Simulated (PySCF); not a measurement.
## Magnetic susceptibility: SMILES C[C@@H]1COC=C[C@@]1(F)C#N, C7H8FNO

Cartesian coordinates in Å; atom numbers follow the order of the lines, from 1:
```xyz
18

C     2.039    0.112   -0.080
C     0.595   -0.179    0.310
C     0.119   -1.519   -0.249
O    -1.189   -1.851    0.185
C    -2.072   -0.840    0.167
C    -1.793    0.445   -0.033
C    -0.371    0.901   -0.218
F    -0.110    1.125   -1.577
C    -0.160    2.151    0.495
N    -0.001    3.117    1.084
H     2.143    0.134   -1.162
H     2.696   -0.657    0.319
H     2.348    1.077    0.317
H     0.498   -0.194    1.402
H     0.762   -2.335    0.087
H     0.135   -1.478   -1.347
H    -3.079   -1.190    0.349
H    -2.569    1.189   -0.060
```

Method: GIAO B97-2/pcSseg-1 magnetisability, rotational g tensor and spin-rotation constants, non-relativistic, gas phase in PySCF 2.14.0. Geometry: GFN2-xTB.

Problem. What are the magnetisability and the molar susceptibility?

Solution. Isotropic -1368 × 10⁻³⁰ J/T², or -82.4 × 10⁻⁶ cm³/mol; principal values -1470, -1364, -1270 × 10⁻³⁰ J/T², anisotropy 173 × 10⁻³⁰ J/T² (root of half the summed squared differences of the principal values). The susceptibility is in cgs units.

Problem. Split it along the inertial axes a, b, c into diamagnetic and paramagnetic parts about the centre of mass, with the quadrupole moment.

Solution. 
```csv
axis,χ (10⁻⁶ cm³/mol),diamagnetic (10⁻⁶ cm³/mol),paramagnetic (10⁻⁶ cm³/mol),summed x² of all electrons (Å²),quadrupole Θ (D Å)
a,-83.2,-715.6,632.3,189.2,-13.11
b,-78.3,-1016.1,937.8,118.4,+14.38
c,-85.7,-1305.2,1219.4,50.3,-1.27
```
Anisotropies 2χaa − χbb − χcc = -2.4 and 2χbb − χaa − χcc = +12.4 × 10⁻⁶ cm³/mol. Θ is traceless in Buckingham's convention.

Problem. And the rotational g tensor?

Solution. 
| axis | rotational constant (GHz) | g | nuclear part | electronic part |
| --- | --- | --- | --- | --- |
| a | 2.0096 | -0.0157 | 0.5813 | -0.5970 |
| b | 1.2436 | -0.0221 | 0.5258 | -0.5479 |
| c | 0.9825 | -0.0097 | 0.5531 | -0.5629 |

Asymmetric top; isotopes 12C, 19F, 1H, 14N, 16O; no vibrational averaging.
